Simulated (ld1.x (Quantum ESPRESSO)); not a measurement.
**Transferability test, ultrasoft potential for I**

iodine (I), ultrasoft, made with ld1.x (Quantum ESPRESSO) 7.5 (LDA (PZ), scalar-relativistic). Core [Kr], reference 4d10 5s2 5p3 (charge +2). Waves: 5s (bound): rcut 1.50, rcutus 1.75 bohr; 5s channel at 2.1 Ry: rcut 1.50, rcutus 1.75 bohr; 5p (bound): rcut 1.80, rcutus 2.30 bohr; 5p channel at 2.05 Ry: rcut 1.80, rcutus 2.30 bohr; 4d (bound): rcut 1.50, rcutus 1.65 bohr; 4d channel at -4.75 Ry: rcut 1.50, rcutus 1.65 bohr. Local part: all-electron potential smoothed inside 1.75 bohr (lloc = -1). Core correction: Bessel-smoothed model core inside 1.00 bohr. Augmentation charge: PSQ, radius 1.50 bohr.

Energies are relative to the spin-unpolarised reference configuration 4d10 5s2 5p3; without spin polarisation the order of configurations can differ from experiment. Spin-polarised rows fill each open shell by Hund’s rule, majority spin first.

```csv
valence configuration,charge,ΔE all-electron (eV),error AE − PS (meV)
4d10 5s2 5p4,+1,-20.064,+6.5
4d10 5s2 5p2,+3,29.614,-7.2
4d10 5s1 5p5,+1,-8.995,+5.4
4d9 5s2 5p6,0,14.406,+218
4d10 5s2 5p4.5,+0.5,-26.754,+9.5
4d10 5s2 5p5.3,-0.3,-33.198,+13
4d10 5s2 5p3 (spin-polarised),+2,-1.494,+2.0
4d10 5s2 5p5 (spin-polarised),0,-31.490,+12
```

What are ΔE and the potential's error for 4d10 5s2 5p5?

ΔE = -31.369 eV all-electron; the error (AE − PS) is +12 meV.

Levels in the configuration 4d10 5s2 5p3 (spin-polarised):

```json
{"level": "4d up", "all-electron (eV)": "-70.737", "pseudo (eV)": "-70.751"}
{"level": "5s up", "all-electron (eV)": "-37.097", "pseudo (eV)": "-37.099"}
{"level": "5p up", "all-electron (eV)": "-25.519", "pseudo (eV)": "-25.520"}
{"level": "4d down", "all-electron (eV)": "-70.303", "pseudo (eV)": "-70.305"}
{"level": "5s down", "all-electron (eV)": "-35.088", "pseudo (eV)": "-35.087"}
```
